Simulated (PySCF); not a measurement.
Gas-phase reaction: 2 SnH3F + 2 H ⇌ 2 SnH4 + F2

Energies from PySCF, thermal terms from the rigid-rotor harmonic-oscillator model, ideal gas at 1 bar. † marks an energy on the PBE0/def2-TZVP geometry and frequencies; other levels use their own. CCSD(T) freezes the core. Open shells (unrestricted): H (multiplicity 2); the rest are closed-shell singlets. Sn: scalar-relativistic def2 core potential, no spin-orbit coupling. SnH3F: computed as isolated molecules; such fragments, hydroxides, amides, oligomers or adducts are transient or little studied in the gas. CCSD(T) isn't extrapolated to the basis-set limit.

```json
[
 {"level": "BLYP/def2-TZVP†", "ΔH°(298 K), kJ": "___"},
 {"level": "CCSD(T)/def2-SVP†", "ΔH°(298 K), kJ": "168"},
 {"level": "PBE0/def2-QZVP†", "ΔH°(298 K), kJ": "___"},
 {"level": "PBE0/def2-TZVP", "ΔH°(298 K), kJ": "192"},
 {"level": "r2SCAN/def2-TZVP†", "ΔH°(298 K), kJ": "193"},
 {"level": "LDA/def2-TZVP†", "ΔH°(298 K), kJ": "___"},
 {"level": "ωB97M-V/def2-TZVP†", "ΔH°(298 K), kJ": "186"}
]
```

**Question.** Some entries are withheld; supply them.

**Answer.** 
- BLYP/def2-TZVP†, ΔH°(298 K), kJ: 167
- PBE0/def2-QZVP†, ΔH°(298 K), kJ: 201
- LDA/def2-TZVP†, ΔH°(298 K), kJ: 136
